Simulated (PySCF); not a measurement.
CH7BO2Si, SMILES COB(O)[SiH3]. Atoms are numbered in the order given.

```xyz
12

B      0.6440    -0.0339     0.0000
O      1.9689     0.2861     0.0000
H      2.1342     1.2352     0.0000
O      0.3681    -1.3599     0.0000
C     -0.9153    -1.9339     0.0000
H     -1.0368    -2.5682    -0.8930
H     -1.0368    -2.5682     0.8930
H     -1.7220    -1.1793     0.0000
Si    -0.8020     1.4259     0.0000
H     -1.6892     1.3515     1.2025
H     -1.6892     1.3515    -1.2025
H     -0.1556     2.7777     0.0000
```

Coordinates come from a B3LYP-D3(BJ)/def2-SVP optimisation. The structure was generated by enumeration, and PubChem lists no compound with its InChIKey, so it may never have been made. The values are those of a single conformer.

These are B3LYP-D3(BJ)/def2-SVP in PySCF values and carry that method's errors.

Frequencies are harmonic and unscaled.

Computed vibrational spectrum:
| mode | ν (cm⁻¹) | IR (km/mol) | moving atoms (share of kinetic energy) |
|---|---|---|---|
| 1 | 48 | 0.2 | H 95 % |
| 2 | 103 | 0.0 | H 89 %, O 11 % |
| 3 | 152 | 7.1 | O 53 %, H 30 %, C 16 % |
| 4 | 171 | 3.2 | C 31 %, H 28 %, Si 24 %, O 11 % |
| 5 | 284 | 6.5 | O 46 %, H 26 %, Si 15 % |
| 6 | 352 | 36.1 | H 53 %, B 35 %, O 11 % |
| 7 | 400 | 6.8 | O 42 %, Si 30 %, H 17 % |
| 8 | 533 | 71.8 | H 92 % |
| 9 | 553 | 0.1 | O 34 %, H 31 %, B 12 %, C 12 %, Si 11 % |
| 10 | 583 | 52.6 | H 48 %, O 29 %, Si 11 %, B 8 % |
| 11 | 646 | 2.3 | B 48 %, H 39 %, Si 9 % |
| 12 | 902 | 215.5 | H 89 % |
| 13 | 945 | 72.1 | H 91 % |
| 14 | 950 | 27.5 | H 66 %, O 11 %, B 11 %, C 10 % |
| 15 | 951 | 41.3 | H 98 % |
| 16 | 1119 | 248.8 | O 34 %, H 32 %, C 21 %, B 12 % |
| 17 | 1177 | 14.5 | H 69 %, C 19 % |
| 18 | 1187 | 0.5 | H 76 %, C 19 % |
| 19 | 1303 | 142.7 | B 48 %, O 38 % |
| 20 | 1416 | 355.4 | B 39 %, H 30 %, O 20 %, C 11 % |
| 21 | 1463 | 1.7 | H 97 % |
| 22 | 1485 | 12.1 | H 96 % |
| 23 | 1513 | 89.7 | H 61 %, B 20 %, O 15 % |
| 24 | 2186 | 116.6 | H 97 % |
| 25 | 2197 | 109.1 | H 96 % |
| 26 | 2198 | 70.6 | H 97 % |
| 27 | 3008 | 42.6 | H 97 % |
| 28 | 3090 | 45.6 | H 91 %, C 9 % |
| 29 | 3106 | 22.6 | H 90 %, C 10 % |
| 30 | 3881 | 87.1 | H 94 % |
